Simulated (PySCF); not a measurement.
Cl₂F₂Si. Atoms are numbered in the order given.

```xyz
5

F      0.0000    -1.2915    -1.2738
Si     0.0000     0.0000    -0.3272
F      0.0000     1.2915    -1.2738
Cl    -1.6813     0.0000     0.8091
Cl     1.6813     0.0000     0.8091
```

Geometry optimised at B3LYP-D3(BJ)/def2-SVP.

Method: TDDFT-PBE0/def2-SVPD in PySCF.

Vertical excitations. The molecule is in vacuum. State labels are in the subgroup C2v.

Give excitation energies, oscillator strengths and character. (An estimate is asked for; the answer gives what the named calculation found.)


```
state  symmetry  energy (eV)  λ (nm)      f                                               main pairs
-----  --------  -----------  ------  -----  -------------------------------------------------------
S1           B1         7.89     157  0.041                                           HOMO→LUMO 97 %
S2           A2         8.05     154  0.000                                         HOMO−1→LUMO 97 %
S3           B2         8.46     147  0.041                                         HOMO−2→LUMO 96 %
S4           A1         8.71     142  0.039                                         HOMO−3→LUMO 95 %
S5           A2         9.18     135  0.000                                         HOMO→LUMO+2 99 %
S6           B1         9.39     132  0.001                     HOMO→LUMO+1 66 %, HOMO−1→LUMO+2 31 %
S7           A2         9.55     130  0.000                                       HOMO−1→LUMO+1 93 %
S8           B1         9.61     129  0.001   HOMO−1→LUMO+2 44 %, HOMO−4→LUMO 31 %, HOMO→LUMO+1 20 %
S9           B2         9.85     126  0.028                   HOMO−2→LUMO+1 77 %, HOMO−1→LUMO+3 14 %
S10          A1         9.88     125  0.008  HOMO→LUMO+3 43 %, HOMO−2→LUMO+2 42 %, HOMO−3→LUMO+1 9 %
T1           B1         7.36     168      0                                           HOMO→LUMO 92 %
T2           A2         7.60     163      0                                         HOMO−1→LUMO 92 %
T3           B2         7.89     157      0                                         HOMO−2→LUMO 90 %
T4           A1         8.14     152      0                                         HOMO−3→LUMO 88 %
```
Triplets are in the Tamm–Dancoff approximation, which puts them higher than full response would, so one can lie above its singlet here.
